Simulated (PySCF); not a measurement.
C₅H₇F, SMILES C1=C[C@@H](C)[C@H]1F.

Geometry: PBE-D3(BJ)/def2-SVP. The structure was generated by enumeration; whether it is a known compound was not checked.

The numbers are results of PySCF with PBE-D3(BJ)/def2-SVP, not measurements.

Frequencies are harmonic and unscaled.

**Question.** Give all harmonic wavenumbers and intensities. (The exact figures need the calculation; the answer reports its results.)

**Answer.** 
| mode | ν (cm⁻¹) | IR (km/mol) | moving atoms (share of kinetic energy) |
|---|---|---|---|
| 1 | 156 | 0.6 | C 49 %, H 33 %, F 18 % |
| 2 | 208 | 0.3 | H 82 %, C 11 % |
| 3 | 235 | 2.3 | C 37 %, F 33 %, H 30 % |
| 4 | 359 | 1.5 | C 55 %, H 36 %, F 9 % |
| 5 | 427 | 1.1 | C 53 %, H 28 %, F 19 % |
| 6 | 563 | 7.0 | C 51 %, F 33 %, H 16 % |
| 7 | 735 | 27.7 | H 67 %, C 30 % |
| 8 | 777 | 3.8 | C 61 %, H 37 % |
| 9 | 842 | 19.6 | C 54 %, H 44 % |
| 10 | 864 | 5.6 | C 55 %, H 45 % |
| 11 | 929 | 0.8 | H 73 %, C 26 % |
| 12 | 963 | 10.5 | H 61 %, C 38 % |
| 13 | 991 | 16.9 | H 60 %, C 33 % |
| 14 | 1005 | 5.3 | H 71 %, C 28 % |
| 15 | 1051 | 27.4 | C 48 %, H 47 % |
| 16 | 1107 | 26.1 | C 62 %, H 31 % |
| 17 | 1150 | 33.9 | C 55 %, H 40 % |
| 18 | 1169 | 6.8 | H 57 %, C 41 % |
| 19 | 1197 | 1.1 | H 65 %, C 35 % |
| 20 | 1270 | 5.0 | H 65 %, C 35 % |
| 21 | 1305 | 9.3 | C 54 %, H 46 % |
| 22 | 1318 | 43.6 | H 68 %, C 31 % |
| 23 | 1341 | 3.2 | H 74 %, C 26 % |
| 24 | 1413 | 5.9 | H 95 % |
| 25 | 1417 | 10.6 | H 95 % |
| 26 | 1597 | 1.0 | C 91 %, H 9 % |
| 27 | 2956 | 15.5 | H 92 % |
| 28 | 2968 | 60.4 | H 92 % |
| 29 | 2975 | 20.5 | H 97 % |
| 30 | 3063 | 13.2 | H 91 %, C 9 % |
| 31 | 3076 | 13.1 | H 91 %, C 9 % |
| 32 | 3106 | 10.8 | H 92 % |
| 33 | 3142 | 11.8 | H 90 %, C 10 % |
